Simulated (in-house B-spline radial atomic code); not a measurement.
Results of a calculation; reference values are marked as such.
What the choice of pseudopotential does to G0W0 on PBE0: P

All numbers come from a B-spline radial code for spherical atoms, non-relativistic, configuration [Ne] 3s2 3p3, open shells at high spin. Semilocal Troullier-Martins pseudo-atoms, one channel per l, are made with PBE or LDA for several valence sets and radii, with or without a model core, and set against the all-electron atom. One channel fits only the lowest state of its l, so a second state of that l is approximate. All electrons give 3p up: PBE0 -7.533 eV, G0W0 -10.456 eV, 3s down: PBE0 -13.139 eV, G0W0 -16.159 eV. Potentials are made in the ion's own configuration unless the neutral atom is named, and a smooth local potential serves every l without a channel. Potentials that miss their own reference levels by more than 6 millihartree, or need radii over 3.5 bohr, are left out. Columns give pseudo minus all-electron, in eV; a dash marks a level in the core or of low weight.

```
    valence  made with   radii (bohr)  model core (bohr)  3p up PBE0  3p up G0W0  3s down PBE0  3s down G0W0
      3s 3p        LDA  s 1.26 p 1.45               none       -0.05       -0.13         +0.07         +0.13
      3s 3p        PBE  s 1.58 p 1.85               none        0.00       -0.04         +0.12         +0.21
      3s 3p        PBE  s 1.26 p 1.48               0.99       -0.02       -0.06         +0.14         +0.23
      3s 3p        LDA  s 1.42 p 1.63               0.99       -0.02       -0.06         +0.19         +0.28
      3s 3p        LDA  s 1.58 p 1.81               0.99       -0.02       -0.05         +0.19         +0.29
   2p 3s 3p        LDA  s 1.58 p 0.53               none       +0.06       +0.17         -0.05         -0.34
   2p 3s 3p        PBE  s 1.26 p 0.50               0.15       +0.10       +0.22         -0.21         -0.51
   2p 3s 3p        PBE  s 1.42 p 0.50               0.15       +0.10       +0.22         -0.20         -0.49
   2p 3s 3p        PBE  s 1.58 p 0.53               0.15       +0.11       +0.24         -0.20         -0.48
   2p 3s 3p        PBE  s 1.81 p 0.61               0.15       +0.18       +0.31         -0.22         -0.51
2s 2p 3s 3p        PBE  s 0.42 p 0.53               none       +0.06       +0.10         -0.07         -0.11
2s 2p 3s 3p        LDA  s 0.48 p 0.61               none       +0.11       +0.15         -0.03         -0.08
2s 2p 3s 3p        LDA  s 0.34 p 0.50               0.15       +0.04       +0.07         -0.02         -0.07
2s 2p 3s 3p        PBE  s 0.42 p 0.53               0.15       +0.06       +0.10         -0.07         -0.11
```

(1) How does the G0W0 shift of 3p up, which all sets hold, depend on the valence set?

Answers

(1) Mean size: 3s 3p: 0.07 eV; 2s 2p 3s 3p: 0.11 eV; 2p 3s 3p: 0.23 eV. A larger valence set can do worse when it takes only part of a shell, whose exchange with the frozen rest is then left to the functional. The means mix radii and the functional used in making the potentials.
